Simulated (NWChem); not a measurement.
System: formate (CHO₂ anion); SMILES O=C[O-]

Results from NWChem. Sets without diffuse functions describe the anion's extra electron poorly. The highest occupied level is positive in some or all of these runs, so the extra electron may be held by the finite basis. Each level has its own optimisation; frequencies are unscaled.

Problem. Taking PBE0/def2-TZVPP as the yardstick, which of these has the fewest basis functions while keeping “r C–H (Å)” within 0.01 Å of it: PBE0/aug-pcseg-1; PBE0/3-21G; PBE0/pcseg-1; PBE0/pcseg-2?

Solution. PBE0/aug-pcseg-1.
| level | basis functions | r C–H (Å) | relative time (rough) |
|---|---|---|---|
| PBE0/3-21G | 29 | 1.155 | 1 |
| PBE0/pcseg-1 | 47 | 1.153 | 3 |
| PBE0/aug-pcseg-1 | 78 | 1.142 | 8 |
| PBE0/pcseg-2 | 104 | 1.140 | 20 |
| PBE0/def2-TZVPP | 107 | 1.142 | 20 |

The yardstick is one finite set, not the basis-set limit.
